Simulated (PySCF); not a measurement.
Mg²⁺ (magnesium, charge +2) across methods

[Ne], closed-shell 1S. Computed with PySCF 2.14 in x2c-QZVPPall with one added diffuse shell each of s, p, d, f type (10s7p6d3f, 82 functions), with the spin-free X2C one-electron Hamiltonian (Gaussian nucleus).

```
   method  E (hartree)  mean ε 1s (eV)  mean ε 2s (eV)  mean ε 2p (eV)  Σ⟨r²⟩ (bohr²)   ⟨S²⟩
    wB97X    -199.5604         -1296.3         -107.44         -72.773          4.746  0.000
      LDA    -198.5944         -1273.6         -99.411         -66.795          4.812  0.000
     PBE0    -199.4427         -1299.2         -105.85         -70.757          4.767  0.000
   r2SCAN    -199.5291         -1288.9         -102.91         -67.972          4.750  0.000
  r2SCAN0    -199.5225         -1305.9         -107.90         -71.674          4.736  0.000
      UHF   -199.13675         -1356.6         -122.34         -81.783          4.710  0.000
      PBE    -199.4216         -1279.9         -99.945         -66.687          4.798  0.000
CAM-B3LYP    -199.5389         -1298.0         -106.71         -72.174          4.790  0.000
   PBEsol    -198.9900         -1276.8         -99.620         -66.544          4.801  0.000
```
